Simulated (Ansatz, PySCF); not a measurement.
C6H3B, SMILES C#CB(C#C)C#C. Atoms are numbered in the order given.

```xyz
10

B      0.0000     0.0000     0.0000
C     -1.5229     0.0000     0.0000
C     -2.7415     0.0000     0.0000
H     -3.8172     0.0000     0.0000
C      0.7615     1.3189     0.0000
C      1.3708     2.3743     0.0000
H      1.9086     3.3059     0.0000
C      0.7615    -1.3189     0.0000
C      1.3708    -2.3743     0.0000
H      1.9086    -3.3059     0.0000
```

The structure is a stationary point at PBE0-D3(BJ)/def2-SVP.

Two levels are set side by side: PBE-D3(BJ)/def2-SVP (Ansatz, a program for electronic structure) and PBE0-D3(BJ)/def2-SVP (Ansatz). Each level has its own optimised geometry; the coordinates shown are those of the second. Frequencies come from the Hessian of PySCF at each geometry. Differences are taken from unrounded values.

```csv
quantity,PBE0-D3(BJ)
mean bond length (Å),1.272
bond B1–C2 (Å),1.523
bond B1–C5 (Å),1.523
bond B1–C8 (Å),1.523
bond C2–C3 (Å),1.219
bond C5–C6 (Å),1.219
bond C8–C9 (Å),1.219
bond C3–H4 (Å),1.076
bond C6–H7 (Å),1.076
bond C9–H10 (Å),1.076
highest harmonic wavenumber (cm⁻¹),3477
mean harmonic wavenumber (cm⁻¹),1131
zero-point energy (kcal/mol),38.81
```

Question: What does PBE-D3(BJ) give, and how far is it from PBE0-D3(BJ)? (An estimate is asked for; the answer gives what the named calculation found.)

Answer: 
```csv
quantity,PBE-D3(BJ),PBE-D3(BJ) minus PBE0-D3(BJ)
mean bond length (Å),1.280,0.007
bond B1–C2 (Å),1.525,0.002
bond B1–C5 (Å),1.525,0.002
bond B1–C8 (Å),1.525,0.002
bond C2–C3 (Å),1.231,0.013
bond C5–C6 (Å),1.231,0.013
bond C8–C9 (Å),1.231,0.013
bond C3–H4 (Å),1.082,0.007
bond C6–H7 (Å),1.082,0.007
bond C9–H10 (Å),1.082,0.007
highest harmonic wavenumber (cm⁻¹),3393,-84
mean harmonic wavenumber (cm⁻¹),1092,-39
zero-point energy (kcal/mol),37.47,-1.34
```

GGA bonds tend to be longer and softer than those of functionals with exact exchange. Differences between two approximate levels are no errors against the true value.
